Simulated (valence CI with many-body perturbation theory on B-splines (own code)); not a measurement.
## Bi⁵²⁺: calculated level list

Level of theory: relativistic CI+MBPT: three valence electrons over a frozen Dirac-Fock core [Ar] 3d10, radial functions for each j: 11 s, 11 p, 9 d, 7 f, 5 g, 2 h, 1 i, with the one-electron correlation potential Σ1, the two-electron term Σ2, the three-electron term Σ3, Breit, model QED; selected CI, second order for the rest (own B-spline code, finite nucleus).

No measured spectrum was set against this ion. As an estimate, large intervals hold to a few tenths of a per cent, small ones and those within an open d or f shell to about a per cent.

Levels 1 to 45 of 69, with energies above the lowest level, (4s^2 4p1/2) J=1/2. "Leading %" is the weight of the configuration and term that name the level; weights of strongly mixed levels are sums over their largest components and can fall short. In the jj column 3d3/2^4 stands for four electrons in 3d with j = 3/2. Lifetimes count E1, E2, E3, M1 and M2 decay at the calculated energies, and are blank where another channel may lead or the interval is too uncertain; long ones can be off by a factor of two.

```csv
No.,Configuration,Term,J,E (Ry),Leading %,Leading jj,g,Lifetime
1,4s2.4p,2P°,1/2,0.000,100,4s^2 4p1/2 (100 %),0.656,
2,4s.4p2,4P,1/2,8.887,53,4s 4p1/2^2 (99 %),2.124,20.9 ps
3,4s2.4p,2P°,3/2,13.330,99,4s^2 4p3/2 (99 %),1.327,20.0 ns
4,4s.4p2,4P,3/2,21.019,90,4s 4p1/2 4p3/2 (99 %),1.643,74.9 ps
5,4s.4p2,2D,5/2,21.766,61,4s 4p1/2 4p3/2 (98 %),1.345,47.8 ps
6,4s.4p2,2D,3/2,22.792,60,4s 4p1/2 4p3/2 (95 %),0.993,1.03 ps
7,4s.4p2,2P,1/2,22.966,69,4s 4p1/2 4p3/2 (98 %),1.264,573 fs
8,4s2.4d,2D,3/2,27.590,95,4s^2 4d3/2 (95 %),0.808,371 fs
9,4s2.4d,2D,5/2,30.223,96,4s^2 4d5/2 (96 %),1.207,2.03 ps
10,4p3,2P°,3/2,31.647,46,4p1/2^2 4p3/2 (94 %),1.319,1.29 ps
11,4s.4p.4d,4F°,3/2,34.590,78,4s 4p1/2 4d3/2 (98 %),0.504,9.64 ps
12,4s.4p2,4P,5/2,34.875,59,4s 4p3/2^2 (97 %),1.429,1.77 ps
13,4s.4p.4d,4F°,5/2,35.264,45,4s 4p1/2 4d3/2 (97 %),1.030,17.8 ps
14,4s.4p2,2S,1/2,36.279,68,4s 4p3/2^2 (99 %),1.927,820 fs
15,4s.4p.4d,4D°,1/2,36.389,57,4s 4p1/2 4d3/2 (99 %),0.406,370 fs
16,4s.4p.4d,4D°,3/2,36.544,34,4s 4p1/2 4d3/2 (93 %),1.278,340 fs
17,4s.4p2,2P,3/2,36.567,61,4s 4p3/2^2 (98 %),1.196,394 fs
18,4s.4p.4d,4P°,5/2,38.094,39,4s 4p1/2 4d5/2 (99 %),1.361,1.87 ps
19,4s.4p.4d,4F°,7/2,38.609,43,4s 4p1/2 4d5/2 (97 %),1.242,2.41 ps
20,4s.4p.4d,2F°,5/2,39.125,51,4s 4p1/2 4d5/2 (96 %),1.038,2.17 ps
21,4s.4p.4d,2D°,3/2,39.267,39,4s 4p1/2 4d5/2 (91 %),1.112,1.30 ps
22,4p3,4S°,3/2,44.725,51,4p1/2 4p3/2^2 (95 %),1.427,418 fs
23,4p3,2D°,5/2,44.799,80,4p1/2 4p3/2^2 (80 %),1.138,781 fs
24,4p2.4d,2D,3/2,44.917,40,4p1/2^2 4d3/2 (99 %),0.777,5.13 ps
25,4s2.4f,2F°,5/2,44.927,85,4s^2 4f5/2 (85 %),0.890,1.56 ps
26,4p3,2P°,1/2,45.450,94,4p1/2 4p3/2^2 (94 %),0.658,567 fs
27,4s2.4f,2F°,7/2,45.787,96,4s^2 4f7/2 (96 %),1.141,3.59 ps
28,4p2.4d,2D,5/2,48.253,32,4p1/2^2 4d5/2 (96 %),1.192,1.96 ps
29,4s.4p.4d,4D°,3/2,48.652,44,4s 4p3/2 4d3/2 (99 %),1.305,473 fs
30,4s.4p.4d,4P°,1/2,48.660,85,4s 4p3/2 4d3/2 (99 %),2.276,521 fs
31,4s.4p.4d,4D°,5/2,48.668,49,4s 4p3/2 4d3/2 (94 %),1.248,420 fs
32,4s.4p.4d,4F°,7/2,49.020,40,4s 4p3/2 4d3/2 (89 %),1.250,519 fs
33,4s.4p.4d,2D°,3/2,49.972,63,4s 4p3/2 4d3/2 (87 %),0.979,302 fs
34,4s.4p.4d,4F°,9/2,50.523,100,4s 4p3/2 4d5/2 (100 %),1.327,36.7 ns
35,4s.4p.4d,2P°,1/2,50.603,71,4s 4p3/2 4d3/2 (94 %),0.584,250 fs
36,4s.4p.4d,2F°,5/2,50.681,65,4s 4p3/2 4d3/2 (93 %),0.949,234 fs
37,4s.4p.4d,2D°,5/2,51.516,46,4s 4p3/2 4d5/2 (99 %),1.352,1.34 ps
38,4s.4p.4d,2P°,3/2,52.029,42,4s 4p3/2 4d5/2 (85 %),1.150,1.17 ps
39,4s.4p.4d,2F°,7/2,52.038,68,4s 4p3/2 4d5/2 (92 %),1.213,1.18 ps
40,4s.4p.4d,2F°,7/2,52.771,65,4s 4p3/2 4d5/2 (96 %),1.219,498 fs
41,4s.4p.4f,4G,5/2,52.773,63,4s 4p1/2 4f5/2 (98 %),0.724,2.24 ps
42,4s.4p.4d,2P°,1/2,53.084,86,4s 4p3/2 4d5/2 (95 %),0.707,1.12 ps
43,4s.4p.4f,4G,7/2,53.268,41,4s 4p1/2 4f5/2 (93 %),1.003,2.97 ps
44,4s.4p.4d,2P°,3/2,53.417,76,4s 4p3/2 4d5/2 (98 %),1.306,478 fs
45,4s.4p.4f,2D,5/2,53.677,26,4s 4p1/2 4f5/2 (95 %),1.047,2.30 ps
```

Where two levels of one J and parity lie close, their mixing, g and order are uncertain.

The ionisation energy to 4s2 1S_0 of the next ion comes out as 3152.6 eV (NIST: 3151 ± 4 eV (theoretical)). All 69 levels together are meant to be complete up to 63.049 Ry.
